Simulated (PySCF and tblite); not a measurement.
Values are calculated unless marked as measured or tabulated.
# Barrier and rate of a pyramidal inversion

System: C₂H₁₁OPSi₃, numbered as in [CH3:1][C@@H:2]1[SiH2:3][O:4][SiH2:5][PH:6][SiH2:7]1.

Motion: pyramidal inversion at P6. Geometries: GFN2-xTB; energies: revPBE/pcSseg-1 + D3(BJ); zero-point and thermal terms from GFN2-xTB harmonic modes (soft modes blended into free rotors). Rate constants are transition-state-theory values, counting equivalent paths, without tunnelling. (PySCF 2.14 with density fitting, tblite 0.8.)

```csv
point,symmetry,E(GFN2) kcal/mol,E(DFT) kcal/mol,ZPE change kcal/mol,lowest mode cm⁻¹,dipole D
start,C1,0.0,0.0,0.00,54,1.26
saddle,C1,16.4,17.1,-0.67,471i,1.13
end,C1,0.7,-1.3,0.03,41,1.75
```

```
Electronic barrier                                      : 17.1 kcal/mol
Barrier with zero-point energy                          : 16.4 kcal/mol
ΔH‡ (298 K)                                             : 16.2 kcal/mol
ΔS‡ (298 K, symmetry apart)                             : -0.7 cal/(mol K)
Paths                                                   : 1 equivalent path
End point                                               : a different minimum
Mean lifetime of the start against this motion at 298 K : 190 ms
Cost                                                    : 3 min on 1 thread of Arm Neoverse V1 (shared host) (rough), peak memory 0.8 GiB, launched as `OMP_NUM_THREADS=1 python ens_run.py task.json out`
```

```
T/K  ΔG‡ kcal/mol      k s⁻¹  ΔG kcal/mol  k back s⁻¹
150          16.4  3.8×10⁻¹²         -1.3   4.5×10⁻¹⁴
200          16.4   4.7×10⁻⁶         -1.3    1.6×10⁻⁷
250          16.4      0.022         -1.4      0.0014
298          16.5        5.2         -1.4        0.53
350          16.5        361         -1.4          51
400          16.5       7650         -1.4        1350
500          16.6    5.6×10⁵         -1.4     1.4×10⁵
```

ΔG and ΔG‡ leave out symmetry numbers and mirror images; rates count paths: 1 out, 1 back.
